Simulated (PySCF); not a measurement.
Can point charges reproduce the dipole moment of `CC[C@@H](CCN)NC`?

Coordinates (GFN2-xTB, Å) and charges (e) from the PBE0/pcSseg-1 density (PySCF):

```tsv
atom	x	y	z	Mulliken	IAO	Hirshfeld	ESP-fitted
C1	-2.135	-1.828	-0.099	-0.2435	-0.4196	-0.1263	-0.2065
C2	-0.728	-1.435	-0.531	-0.2029	-0.2490	-0.0721	-0.2365
C3	-0.411	0.021	-0.168	-0.1487	+0.0029	+0.0234	+0.1785
C4	1.066	0.357	-0.449	-0.1889	-0.2741	-0.0816	-0.2743
C5	2.037	-0.217	0.579	-0.0615	-0.1375	-0.0267	+0.3685
N6	3.361	0.352	0.368	-0.4545	-0.5785	-0.2422	-0.9928
N7	-1.339	0.878	-0.890	-0.4861	-0.4126	-0.1506	-0.4827
C8	-1.477	2.223	-0.377	-0.1012	-0.3027	-0.0738	-0.2361
H9	-2.382	-2.825	-0.458	+0.1065	+0.1348	+0.0356	+0.0712
H10	-2.851	-1.119	-0.502	+0.1210	+0.1516	+0.0288	+0.0433
H11	-2.216	-1.822	0.985	+0.0974	+0.1305	+0.0344	+0.0623
H12	-0.001	-2.094	-0.054	+0.1128	+0.1238	+0.0330	+0.0848
H13	-0.634	-1.552	-1.613	+0.1011	+0.1231	+0.0324	+0.0899
H14	-0.611	0.171	0.900	+0.1015	+0.1197	+0.0362	+0.0808
H15	1.333	-0.006	-1.446	+0.0994	+0.1178	+0.0304	+0.0763
H16	1.198	1.441	-0.443	+0.1272	+0.1368	+0.0302	+0.1130
H17	1.715	0.074	1.583	+0.1114	+0.1323	+0.0377	+0.0173
H18	2.030	-1.319	0.530	+0.1058	+0.1007	+0.0230	-0.0593
H19	3.709	0.092	-0.549	+0.1646	+0.2365	+0.1046	+0.3549
H20	4.014	-0.004	1.057	+0.1649	+0.2413	+0.1077	+0.3612
H21	-1.082	0.903	-1.873	+0.1679	+0.2314	+0.1053	+0.2925
H22	-1.848	2.167	0.647	+0.1075	+0.1406	+0.0410	+0.1152
H23	-2.212	2.751	-0.983	+0.1113	+0.1461	+0.0436	+0.1113
H24	-0.547	2.810	-0.373	+0.0872	+0.1042	+0.0262	+0.0672
```

What dipole does each set of charges give (1 e·Å = 4.803 D), and what does the density give?

The full density gives (1.06, -0.68, -0.28) D, 1.29 D in size; dipole vectors point from the negative to the positive end.

```json
{"scheme": "Mulliken", "μx": "0.11", "μy": "-0.58", "μz": "0.71", "size (D)": "0.92", "share of the full size (%)": "72", "angle to the full dipole (°)": "75"}
{"scheme": "IAO", "μx": "0.35", "μy": "-0.47", "μz": "0.05", "size (D)": "0.59", "share of the full size (%)": "46", "angle to the full dipole (°)": "27"}
{"scheme": "Hirshfeld", "μx": "0.43", "μy": "0.11", "μz": "-0.14", "size (D)": "0.47", "share of the full size (%)": "36", "angle to the full dipole (°)": "46"}
{"scheme": "ESP-fitted", "μx": "1.05", "μy": "-0.67", "μz": "-0.23", "size (D)": "1.27", "share of the full size (%)": "99", "angle to the full dipole (°)": "2"}
```

Which set comes closest?

Length of the difference vector: ESP-fitted 0.05 D, IAO 0.81 D, Hirshfeld 1.02 D, Mulliken 1.37 D. Closest: ESP-fitted. ESP charges are fitted to the potential around the molecule, whose slowest-falling term is the dipole's. 

What is left for the Hirshfeld atoms' own dipoles?

The Hirshfeld atoms' densities add up to the full density, so μ = Σ q r + Σ (atomic dipoles). The atomic dipoles sum to (1.06, -0.68, -0.28) − (0.43, 0.11, -0.14) = (0.63, -0.79, -0.14) D, 1.02 D in size.

With the origin at the mean of the coordinates, (0.000, 0.001, -0.173) Å, which are the largest single terms, by size, of the IAO dipole along the direction of the full one?

N6 -6.82, H20 +3.51, H19 +3.50, C8 +3.40, N7 +2.78 D; all 24 atoms together +0.52 D. The single terms depend on the origin, their sum doesn't.

Give the size of the full dipole in other units.

1.29 D = 0.507 au = 0.268 e·Å = 4.30 × 10⁻³⁰ C·m.

The structure is a single GFN2-xTB conformer in the gas phase; no vibrational or solvent corrections.
